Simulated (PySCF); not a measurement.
Be(NH2)(SiH3) (BeH5NSi), SMILES [Be]([NH2])[SiH3]. Atoms are numbered in the order given.

```xyz
8

Be     0.6043     0.0795    -0.5259
N      1.7190     0.2427    -1.5201
H      2.3681    -0.4812    -1.7942
H      1.9358     1.0944    -2.0182
Si    -1.0272    -0.1452     0.9086
H     -1.8530    -1.3575     0.6515
H     -1.9646     1.0119     0.8688
H     -0.5562    -0.2510     2.3168
```

Geometry optimised at TPSSh-D3(BJ)/def2-TZVP. Other conformers were not sampled.

All values below come from PySCF with CAM-B3LYP/def2-TZVPD.

Mulliken values depend strongly on the basis, most of all with diffuse functions as here. ESP charges are fitted to the potential on shells at 1.4 to 2.0 van der Waals radii. Atomic charges (e):

```tsv
atom	ESP fit	meta-Löwdin	Mulliken
Be1	0.85	1.13	-0.25
N2	-1.47	-1.12	-0.14
H3	0.48	0.22	0.22
H4	0.48	0.22	0.21
Si5	-0.40	-0.19	0.26
H6	0.02	-0.09	-0.10
H7	0.02	-0.09	-0.11
H8	0.02	-0.09	-0.10
```
